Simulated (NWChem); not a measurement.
Species: BHOBrCl; SMILES ClB(O)Br

```xyz
5

B      0.4519    -0.5742     0.0000
Cl    -0.6976    -1.9270     0.0000
Br    -0.1902     1.2443     0.0000
O      1.7793    -0.7757     0.0000
H      2.0219    -1.7159     0.0000
```
Atoms are numbered in this order, from 1.

All runs use the structure optimised with B3LYP/6-31G* (spherical d).

Symmetry labels are those of Cs in the frame above (b1 and b2, or b-type labels, depend on it).

**Question.** List the 4 lowest vertical singlet excitations from PBE/def2-SVPD, TDA (NWChem).

**Answer.** 
```tsv
state	energy (eV)	oscillator strength	symmetry	leading excitation (squared amplitude)
S1	5.55	0.000	a"	HOMO → LUMO (1.00)
S2	6.29	0.018	a'	HOMO → LUMO+1 (0.97)
S3	6.47	0.111	a'	HOMO−1 → LUMO (0.86)
S4	6.65	0.005	a"	HOMO−1 → LUMO+1 (0.99)
```
